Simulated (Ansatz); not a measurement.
`F[SiH](F)S[SiH](Cl)Cl` and `CS[SiH](F)F` differ in one atom or group.

Ansatz, PBE0-D4/def2-TZVP geometries, multiplicity 1. Each molecule was computed in one conformer, which needn't be the lowest.

```json
{"property": "size of the dipole moment (ωB97M-V/def2-TZVPP) / D", "`F[SiH](F)S[SiH](Cl)Cl`": "0.96"}
{"property": "HOMO–LUMO gap (PBE/def2-TZVPP) / eV", "`F[SiH](F)S[SiH](Cl)Cl`": "5.58"}
{"property": "HOMO energy (PBE0/def2-TZVPP) / eV", "`F[SiH](F)S[SiH](Cl)Cl`": "-8.52"}
{"property": "LUMO energy (ωB97M-V/def2-TZVPP) / eV", "`F[SiH](F)S[SiH](Cl)Cl`": "1.22"}
{"property": "LUMO energy (PBE0/def2-TZVPP) / eV", "`F[SiH](F)S[SiH](Cl)Cl`": "-0.75"}
{"property": "size of the dipole moment (PBE/def2-TZVPP) / D", "`F[SiH](F)S[SiH](Cl)Cl`": "0.88"}
```

Give the same properties after the change, and the shifts. (Estimate.)

Computed: 
| property | `CS[SiH](F)F` | shift |
| --- | --- | --- |
| size of the dipole moment (ωB97M-V/def2-TZVPP) / D | 1.27 | 0.31 |
| HOMO–LUMO gap (PBE/def2-TZVPP) / eV | 5.19 | -0.39 |
| HOMO energy (PBE0/def2-TZVPP) / eV | -7.59 | 0.93 |
| LUMO energy (ωB97M-V/def2-TZVPP) / eV | 1.70 | 0.48 |
| LUMO energy (PBE0/def2-TZVPP) / eV | -0.19 | 0.56 |
| size of the dipole moment (PBE/def2-TZVPP) / D | 1.30 | 0.42 |

With PBE0 the HOMO rises by 0.93 eV and the LUMO rises by 0.56 eV, so the gap narrows by about 0.37 eV. PBE moves the HOMO by 0.90 eV and ωB97M-V by 0.88 eV. Dipoles are sizes alone; their direction can turn.

Positive LUMOs are unbound, so they and the gaps depend on the basis.
